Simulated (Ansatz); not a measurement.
Cost and result for the atomization energy of CH6AlClGe (10 atoms, 10 bonds).

| atom | x (Å) | y (Å) | z (Å) |
| --- | --- | --- | --- |
| Al1 | 1.508 | 0.098 | 1.118 |
| C2 | -0.007 | -0.668 | 0.130 |
| Cl3 | -0.770 | -0.411 | 1.813 |
| Ge4 | -1.037 | 0.301 | -1.217 |
| H5 | 2.505 | -0.894 | 1.843 |
| H6 | 1.689 | 1.668 | 1.058 |
| H7 | -0.028 | -1.747 | -0.020 |
| H8 | -2.493 | -0.195 | -1.270 |
| H9 | -0.353 | 0.049 | -2.572 |
| H10 | -1.012 | 1.798 | -0.882 |

The species carries charge 0 and has multiplicity 1. Correlated methods include outer-core shells of Ge, which these sets cover unevenly. Scalar relativity is left out up to krypton. The bonds changed during the relaxation, so this is another structure than the one it started from. The geometry is a stationary point of PBE0-D4/def2-TZVP. Program: Ansatz. All runs use 4 threads of an Arm Neoverse V1 on a shared host. Times are those of one run each, without the atoms' runs, and a repeat can differ threefold. Electronic energies, without spin–orbit coupling; frozen cores. CCSD(T)/CBS adds CCSD(T) − MP2 in def2-TZVPP to the MP2 limit, and its time is that of the two runs behind it. T1 = 0.012. With those shells the extrapolation isn't a true limit. B3LYP takes the VWN-RPA correlation (the form of Gaussian; ORCA's B3LYP/G).

CCSD(T)/CBS is a level of theory with its own doubt, some kJ/mol a heavy atom from the limit and from the frozen cores, so smaller differences don't rank the functionals.

| level | functions | atomization (kJ/mol) | difference from CCSD(T)/CBS | per bond |
| --- | --- | --- | --- | --- |
| ωB97M-V/def2-TZVPP (with forces) | 247 | 2837.9 | -14.7 | -1.5 |
| ωB97X-V/def2-TZVPP | 247 | 2858.9 | 6.3 | 0.6 |
| B2PLYP/def2-TZVPP | 247 | 2787.7 | -64.9 | -6.5 |
| PBE0-D4/def2-TZVPP | 247 | 2816.4 | -36.2 | -3.6 |
| B3LYP-D4/def2-TZVPP (with forces) | 247 | 2816.1 | -36.5 | -3.7 |
| CCSD(T)/CBS(def2) | – | 2852.6 | 0.0 | 0.0 |
| r2SCAN-D4/def2-TZVPP (with forces) | 247 | 2852.3 | -0.3 | 0.0 |
| CCSD(T)/def2-TZVPP | 247 | 2787.4 | -65.2 | -6.5 |
| MP2/def2-QZVPP | 466 | 2828.9 | -23.7 | -2.4 |
| PBE-D4/def2-TZVPP (with forces) | 247 | 2834.9 | -17.7 | -1.8 |

Q: Order the runs by time, with rough figures. (Estimate.)

A: The calculation gave: PBE-D4/def2-TZVPP (with forces) 3 s; PBE0-D4/def2-TZVPP 4.1 s; B3LYP-D4/def2-TZVPP (with forces) 6 s; B2PLYP/def2-TZVPP 6.5 s; r2SCAN-D4/def2-TZVPP (with forces) 7 s; ωB97X-V/def2-TZVPP 10 s; ωB97M-V/def2-TZVPP (with forces) 15 s; MP2/def2-QZVPP 27 s; CCSD(T)/def2-TZVPP 2.7 min; CCSD(T)/CBS(def2) 3.2 min.

In def2-TZVPP, CCSD(T) changes the Hartree–Fock value by +704.2 kJ/mol (the triples alone add +40.0 kJ/mol) and MP2 by +707.6 kJ/mol; breaking electron pairs costs correlation energy, which Hartree–Fock lacks. From PBE to PBE0 (25 % exact exchange), in def2-TZVPP and without D4, the atomization energy moves by −15.0 kJ/mol: exact exchange takes away binding that semilocal exchange gives to molecules. The D4 term adds +39.5 kJ/mol with B3LYP and +20.6 kJ/mol with PBE0; it sums over pairs of atoms, weighted by their polarisabilities, and B3LYP, whose exchange is more repulsive, gets the larger term.
